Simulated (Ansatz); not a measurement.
Spectroscopic constants of AlS, multiplicity 2 (the spin of the measured ground state).

D_e counts from the fitted minimum to each atom's lowest state at the same level, without counterpoise.

Frozen-core correlation.

The values were computed with Ansatz (a quantum-chemistry and plane-wave program) with Gaussian orbitals. Values without a source in brackets are computed.

PBE/def2-TZVPP gives 4.454 eV for the bond energy D_e.

Problem. Where do these levels fall relative to PBE: r2SCAN/def2-TZVPP, B3LYP/def2-TZVPP, wB97M-V/def2-TZVPP, B2PLYP/def2-TZVPP, CCSD(T)/def2-QZVPP.

Solution. r2SCAN/def2-TZVPP 0.012; B3LYP/def2-TZVPP -0.354; wB97M-V/def2-TZVPP -0.203; B2PLYP/def2-TZVPP -0.315; CCSD(T)/def2-QZVPP -0.316 eV. 1 of 5 lie above PBE; the widest gap is to B3LYP/def2-TZVPP.
